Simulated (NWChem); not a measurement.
Molecule: NH₂SeF; SMILES N[Se]F

```xyz
5

Se     0.3774     0.0164     0.0000
F     -0.5396    -1.5220     0.0000
N     -0.8877     1.2493     0.0000
H     -1.4274     1.3810     0.8503
H     -1.4274     1.3810    -0.8503
```
Atoms are numbered in this order, from 1.

Results from NWChem. Pople sets run with spherical d functions. Geometry: optimised at PBE0/def2-SVP. Vzz is the largest principal value of the second derivative of the potential at the nucleus (NWChem prints the opposite sign); η is the asymmetry. Non-relativistic.

```json
[
 {"level": "Hartree-Fock/def2-TZVP", "Vzz Se1 (a.u.)": "-9.979", "η Se1": "0.64", "Vzz N3 (a.u.)": "-1.007", "η N3": "0.32", "relative time": "2"},
 {"level": "Hartree-Fock/cc-pVTZ", "Vzz Se1 (a.u.)": "-9.684", "η Se1": "0.64", "Vzz N3 (a.u.)": "-1.018", "η N3": "0.32", "relative time": "10"},
 {"level": "PBE/cc-pVTZ", "Vzz Se1 (a.u.)": "-8.896", "η Se1": "0.48", "Vzz N3 (a.u.)": "-0.860", "η N3": "0.29", "relative time": "10"},
 {"level": "PBE/6-31G*", "Vzz Se1 (a.u.)": "-8.740", "η Se1": "0.44", "Vzz N3 (a.u.)": "-0.850", "η N3": "0.23", "relative time": "1"}
]
```

Times are rough ratios from one shared machine.
